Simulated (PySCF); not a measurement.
PySCF 2.14 output of an unrestricted PBE calculation on a single atom or ion in aug-cc-pVDZ-X2C, with scalar relativity by spin-free X2C-1e:

```
SCF conv_tol = 1e-09
number electrons alpha = 11  beta = 9
    J. P. Perdew, K. Burke, and M. Ernzerhof.,  Phys. Rev. Lett. 77, 3865 (1996)
    J. P. Perdew, K. Burke, and M. Ernzerhof.,  Phys. Rev. Lett. 78, 1396 (1997)
    J. P. Perdew, K. Burke, and M. Ernzerhof.,  Phys. Rev. Lett. 77, 3865 (1996)
    J. P. Perdew, K. Burke, and M. Ernzerhof.,  Phys. Rev. Lett. 78, 1396 (1997)
cycle= 1 E= -680.163815013431  delta_E= -0.00141  |g|= 0.00159  |ddm|= 0.78
cycle= 2 E= -680.163824089493  delta_E= -9.08e-06  |g|= 0.000407  |ddm|= 0.0301
cycle= 3 E= -680.163824374377  delta_E= -2.85e-07  |g|= 4.16e-05  |ddm|= 0.0107
cycle= 4 E= -680.163824382993  delta_E= -8.62e-09  |g|= 6.31e-06  |ddm|= 0.00111
cycle= 5 E= -680.163824383294  delta_E= -3.01e-10  |g|= 5.04e-07  |ddm|= 0.000221
converged SCF energy = -680.163824383294  <S^2> = 2.0000357  2S+1 = 3.0000238
```

The run itself started from symmetry-adapted Hartree-Fock orbitals and held the occupation by maximum overlap, on a logarithmic radial grid, so the iterations belong to that start.

Question: Which element, charge and spin multiplicity is this?

Answer: Ca (calcium, neutral), multiplicity 3; the state was [Ar] 4s1 4p1, high-spin 3P determinant (an excited configuration).
